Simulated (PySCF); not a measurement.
**Electron correlation in Zn⁺ (zinc, charge +1)**

[Ar] 3d10 4s1, 2S determinant. All numbers are calculated (PySCF 2.14, the spin-free X2C one-electron Hamiltonian (Gaussian nucleus), in jorge-DZP-DKH). Frozen: [Ar]; 11 electrons correlated.

MP2 pair energies summed by pair of shells (mhartree):

```csv
pair,energy,share (%)
3d-3d,-261.96,95.1
3d-4s,-13.49,4.9
```

Total MP2 correlation energy: -275.45 mhartree.

Same-spin part -105.07 and opposite-spin part -170.38 mhartree; SCS-MP2 scales them by 1/3 and 6/5 to -239.48 mhartree.

```
  level  correlation energy (mhartree)
   CCSD                        -254.20
    (T)                          -7.29
CCSD(T)                        -261.49
```

Diagnostics: T1 = 0.0070, D1 = 0.0159, largest double amplitude 0.029.

Cost of the coupled-cluster step: 1.7 s of wall time on 1 thread of Neoverse-N1 (shared host), for 11 correlated electrons.

Iterations:

```
CC2 = 0
CCSD nocc = (np.int64(6), np.int64(5)), nmo = (34, 34)
frozen orbitals [[0, 1, 2, 3, 4, 5, 6, 7, 8], [0, 1, 2, 3, 4, 5, 6, 7, 8]]
max_cycle = 100
direct = 0
conv_tol = 1e-08
conv_tol_normt = 1e-06
diis_space = 8
diis_start_cycle = 0
Init t2, MP2 energy = -0.275451925957721
Init E_corr(UCCSD) = -0.275451926037696
cycle = 1  E_corr(UCCSD) = -0.247324015625873  dE = 0.0281279104  norm(t1,t2) = 0.0539461
cycle = 2  E_corr(UCCSD) = -0.255528300868629  dE = -0.00820428524  norm(t1,t2) = 0.0186709
cycle = 3  E_corr(UCCSD) = -0.25394244711657  dE = 0.00158585375  norm(t1,t2) = 0.00648726
cycle = 4  E_corr(UCCSD) = -0.254194791837768  dE = -0.000252344721  norm(t1,t2) = 0.0016581
cycle = 5  E_corr(UCCSD) = -0.254209302523462  dE = -1.45106857e-05  norm(t1,t2) = 0.000104445
cycle = 6  E_corr(UCCSD) = -0.254203459076396  dE = 5.84344707e-06  norm(t1,t2) = 2.13131e-05
cycle = 7  E_corr(UCCSD) = -0.254203959227266  dE = -5.0015087e-07  norm(t1,t2) = 4.34508e-06
cycle = 8  E_corr(UCCSD) = -0.254204085388093  dE = -1.26160826e-07  norm(t1,t2) = 1.02151e-06
cycle = 9  E_corr(UCCSD) = -0.254204086920161  dE = -1.53206842e-09  norm(t1,t2) = 1.59176e-07
UCCSD converged
E(UCCSD) = -1794.045621909117  E_corr = -0.2542040869201609
UCCSD(T) correction = -0.00729097815742689
```
